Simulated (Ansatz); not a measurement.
Compare A (`CB(C)[SiH2]N`) with its isomer B (`CNB(C)[SiH3]`).

Program: Ansatz. Geometries: PBE0-D4/def2-TZVP. ΔE: electronic, gas phase. CCSD(T)/CBS is the MP2 limit (def2-TZVPP, def2-QZVPP) plus CCSD(T) − MP2 in def2-TZVPP, frozen cores. DFT in def2-TZVPP. B3LYP here is the variant with VWN-RPA as its local correlation; programs differ in this. Each species was taken in one conformer, which may not be the lowest.

**Question.** Which is lower in electronic energy at CCSD(T)/CBS, and by how much? (Estimate.)

**Answer.** Computed: B, by 6.2 kcal/mol.

**Question.** Give E(B) − E(A) in kcal/mol with B3LYP, LDA (SPW92), r2SCAN-D4, HF/def2-TZVPP, CCSD(T)/def2-SVP, CCSD(T)/def2-TZVPP, MP2/def2-TZVPP. (Estimate.)

**Answer.** Ansatz gave: B3LYP -7.2, LDA (SPW92) -10.5, r2SCAN-D4 -6.0, HF/def2-TZVPP -4.7, CCSD(T)/def2-SVP -15.8, CCSD(T)/def2-TZVPP -7.4, MP2/def2-TZVPP -6.3. None reverses the order clearly.

**Question.** Does the order hold for the free energy at 298.15 K (harmonic terms from PBE0-D4)? (Estimate.)

**Answer.** The calculation gave: Yes: G(B) − G(A) = -3.9 kcal/mol, for one conformer each. Modes under 60 cm⁻¹, often nearly free rotors, make the harmonic entropy too high.

Largest T1 diagnostic: 0.013.

In def2-TZVPP, CCSD(T) changes the Hartree–Fock value by −2.7 kcal/mol (the triples alone add −0.7 kcal/mol) and MP2 by −1.6 kcal/mol. Leaving LDA and LC-ωPBE aside and taking each functional with its dispersion term where it has one, the values, not all of them listed here, spread over 3.3 kcal/mol, from revPBE-D4 to B97M-V. LDA lies −2.2 kcal/mol from PBE without D4.
